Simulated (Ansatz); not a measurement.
The same molecule with X = O, S, Se. Ansatz, PBE0-D4/def2-TZVP geometries, multiplicity 1. Each molecule was computed in one conformer, which needn't be the lowest.

Scalar relativity is left out up to krypton.

| X | molecule | mean X–C bond length / Å | mean X–Si bond length / Å | zero-point energy (PBE0-D4/def2-TZVP) / kJ/mol | HOMO–LUMO gap (PBE/def2-TZVPP) / eV | HOMO energy (B3LYP/def2-TZVPP) / eV |
| --- | --- | --- | --- | --- | --- | --- |
| O | `NCO[SiH3]` | 1.428 | 1.643 | 224.0 | 5.71 | -7.42 |
| Se | `NC[Se][SiH3]` | 1.970 | 2.278 | 213.4 | 4.47 | -6.27 |

**Question.** Give the row for X = S, `NCS[SiH3]`. (An estimate is asked.)

**Answer.** Computed: 
```tsv
X	molecule	mean X–C bond length / Å	mean X–Si bond length / Å	zero-point energy (PBE0-D4/def2-TZVP) / kJ/mol	HOMO–LUMO gap (PBE/def2-TZVPP) / eV	HOMO energy (B3LYP/def2-TZVPP) / eV
S	`NCS[SiH3]`	1.833	2.124	214.6	4.91	-6.62
```

From O to Se the mean X–C bond length rises at each step, by 0.542 Å in all; the mean X–Si bond length rises at each step, by 0.635 Å in all; the zero-point energy (PBE0-D4/def2-TZVP) falls at each step, by 10.6 kJ/mol in all; the HOMO–LUMO gap (PBE/def2-TZVPP) falls at each step, by 1.24 eV in all; the HOMO energy (B3LYP/def2-TZVPP) rises at each step, by 1.15 eV in all. Bonds lengthen as the atom grows down the group.

B3LYP here is the variant with VWN-RPA as its local correlation; programs differ in this.

Spin–orbit coupling is left out; it splits and shifts lone-pair levels of the heavy atoms by tenths of an eV.
